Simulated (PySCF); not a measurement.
Zn(H)(OH) (H₂OZn), SMILES [OH][ZnH]. Heavy atoms are numbered as in [ZnH:1][OH:3]. Hydrogens are named by the atom that carries them.

Geometry optimised at PBE0-D3(BJ)/def2-TZVP.

Calculation: CAM-B3LYP/def2-TZVPD (PySCF).

Mulliken values depend strongly on the basis, most of all with diffuse functions as here. Atomic charges (e), one atom of each kind:

```csv
atom,meta-Löwdin,Mulliken
Zn1 (ZnH),?,0.18
H on Zn1,?,0.09
O3 (OH),?,-0.55
H on O3,?,0.28
```

What belongs in the gaps? (An estimate is asked for; the answer gives what the named calculation found.)


- Zn1 (ZnH), meta-Löwdin: 1.10
- H on Zn1, meta-Löwdin: -0.37
- O3 (OH), meta-Löwdin: -1.06
- H on O3, meta-Löwdin: 0.32
